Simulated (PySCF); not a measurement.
Species: n-propyl acrylate, C6H10O2.
Atom-mapped SMILES: `[CH2:1]=[CH:2][C:3](=[O:4])[O:5][CH2:6][CH2:7][CH3:8]` (hydrogens: H9, H10 on C1; H11 on C2; H12, H13 on C6; H14, H15 on C7; H16, H17, H18 on C8)

The same species was optimised twice, with GFN2-xTB and with PBE0-D3(BJ)/def2-SVP (PySCF), and the same property calculations (PySCF, gas phase) were run on both structures.

| coordinate | GFN2-xTB | PBE0-D3(BJ)/def2-SVP | change |
| --- | --- | --- | --- |
| C6–C7 (Å) | 1.528 | 1.516 | -0.012 |
| C1=C2 (Å) | 1.324 | 1.334 | +0.010 |
| C7–C8 (Å) | 1.524 | 1.520 | -0.004 |
| C2–C3 (Å) | 1.480 | 1.484 | +0.004 |
| C3=O4 (Å) | 1.206 | 1.205 | -0.001 |
| C3–O5 (Å) | 1.340 | 1.340 | 0.000 |
| O5–C6 (Å) | 1.426 | 1.426 | 0.000 |
| C6–C7–C8 (°) | 112.0 | 113.9 | +1.9 |
| C1–C2–C3 (°) | 121.1 | 120.5 | -0.6 |
| O5–C6–C7 (°) | 110.9 | 110.7 | -0.2 |
| C3–O5–C6 (°) | 118.0 | 118.2 | +0.2 |
| O4–C3–O5 (°) | 124.6 | 124.4 | -0.2 |
| C2–C3–O4 (°) | 125.1 | 125.2 | +0.1 |
| C2–C3–O5 (°) | 110.4 | 110.4 | 0.0 |
| C1–C2–C3–O4 (°) | 0 | 1 | +1 |
| C2–C3–O5–C6 (°) | 179 | 178 | -1 |
| C3–O5–C6–C7 (°) | -107 | -107 | 0 |
| O5–C6–C7–C8 (°) | 66 | 64 | -2 |

Rotational constants: A = 4348, B = 1116, C = 1070 MHz (GFN2-xTB) against A = 4291, B = 1119, C = 1072 MHz (PBE0-D3(BJ)/def2-SVP). Point groups within 0.08 Å: C1 and C1.

On the GFN2-xTB structure: lowest singlet, TDDFT (eV) 5.12 [wB97X-D/def2-SVPD]; lowest triplet, Tamm–Dancoff (eV) 4.03 [wB97X-D/def2-SVPD]; isotropic polarisability (au) 80.3 [wB97X-D/def2-SVPD]; HOMO (eV) -10.07 [wB97X-D/def2-SVPD]; LUMO (eV) 0.42 [wB97X-D/def2-SVPD]; dipole (D) 1.67 [wB97X-D/def2-SVPD]; HOMO (eV) -8.06 [PBE0/pcSseg-1]; LUMO (eV) -1.30 [PBE0/pcSseg-1]; dipole (D) 1.59 [PBE0/pcSseg-1]; GIAO shielding of C1 (ppm) 45.9 [PBE0/pcSseg-1]; GIAO shielding of C2 (ppm) 50.0 [PBE0/pcSseg-1]; GIAO shielding of C3 (ppm) 14.3 [PBE0/pcSseg-1]; GIAO shielding of O4 (ppm) -55.2 [PBE0/pcSseg-1]; GIAO shielding of O5 (ppm) 120.6 [PBE0/pcSseg-1]; GIAO shielding of C6 (ppm) 121.5 [PBE0/pcSseg-1]; GIAO shielding of C7 (ppm) 158.3 [PBE0/pcSseg-1]; GIAO shielding of C8 (ppm) 173.7 [PBE0/pcSseg-1].

Q: What do these properties become on the PBE0-D3(BJ)/def2-SVP structure?

A: 
```csv
property,level,on GFN2-xTB,on PBE0-D3(BJ)/def2-SVP,change
"lowest singlet, TDDFT (eV)",wB97X-D/def2-SVPD,5.12,5.12,0.00
"lowest triplet, Tamm–Dancoff (eV)",wB97X-D/def2-SVPD,4.03,3.96,-0.07
isotropic polarisability (au),wB97X-D/def2-SVPD,80.3,81.3,+1.0
HOMO (eV),wB97X-D/def2-SVPD,-10.07,-10.08,-0.01
LUMO (eV),wB97X-D/def2-SVPD,0.42,0.41,-0.01
dipole (D),wB97X-D/def2-SVPD,1.67,1.66,-0.01
"energy, GFN2-xTB geometry as zero (kcal/mol)",wB97X-D/def2-SVPD,0.0,-0.7,-0.7
HOMO (eV),PBE0/pcSseg-1,-8.06,-8.07,-0.01
LUMO (eV),PBE0/pcSseg-1,-1.30,-1.32,-0.02
dipole (D),PBE0/pcSseg-1,1.59,1.58,-0.01
"energy, GFN2-xTB geometry as zero (kcal/mol)",PBE0/pcSseg-1,0.0,-0.4,-0.4
GIAO shielding of C1 (ppm),PBE0/pcSseg-1,45.9,42.3,-3.6
GIAO shielding of C2 (ppm),PBE0/pcSseg-1,50.0,47.9,-2.1
GIAO shielding of C3 (ppm),PBE0/pcSseg-1,14.3,14.6,+0.3
GIAO shielding of O4 (ppm),PBE0/pcSseg-1,-55.2,-53.3,+1.9
GIAO shielding of O5 (ppm),PBE0/pcSseg-1,120.6,120.6,0.0
GIAO shielding of C6 (ppm),PBE0/pcSseg-1,121.5,121.5,0.0
GIAO shielding of C7 (ppm),PBE0/pcSseg-1,158.3,157.8,-0.5
GIAO shielding of C8 (ppm),PBE0/pcSseg-1,173.7,172.2,-1.5
```

The heavy atoms differ by 0.019 Å rms after alignment. Among bonds between heavy atoms C6–C7 changes most (-0.012 Å). Changes are differences of the printed values. Neither structure is proved a minimum here.

Shape of the structure used: `[CH2:1]=[CH:2][C:3](=[O:4])[O:5][CH2:6][CH2:7][CH3:8]`: C1–C2–C3–O4 1°, C2–C3–O5–C6 178°, C3–O5–C6–C7 -107°, O5–C6–C7–C8 64°.

The pairwise dispersion term of wB97X-D wasn't added to the energies; at a given geometry it leaves orbitals and properties as they are.
